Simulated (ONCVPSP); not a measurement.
## Ranking ONCV potentials for nitrogen (N)

All share these settings but for the change named:

nitrogen, optimised norm-conserving Vanderbilt (ONCV), made with ONCVPSP 4.0.1 (LDA (Perdew-Wang 92), scalar-relativistic). Core [He], reference 2s2 2p2.75 (charge +0.25). Waves: 2s: rc 0.75 bohr, ncon 5, nbas 8, qcut 8.9 1/bohr, local; 2p: rc 1.30 bohr, ncon 4, nbas 8, qcut 12.8 1/bohr, 2 projectors, debl 1.9 Ha. Local part: the s channel. Core correction: polynomial model core, fcfact 0.35.

Cutoff: the first of the cutoffs (Ha) at which the residual kinetic energy of the hardest occupied pseudo-wave falls to 1 and 0.1 mHa per electron; the density cutoff is not measured.

The base gives 228 Ha.

Of 8 variants that were run, those that failed, showed a ghost or another fault, or gave nearly equal values are left out.

A variant can come out equal or close to the base.

Question: Rank these variants from softest to hardest (loose cutoff).
A. s: qcut 13.1
B. s: ncon 3, nbas 6
C. reference 2s1.75 2p3.25

Answer: B (41 Ha), A (83 Ha), C (227 Ha).
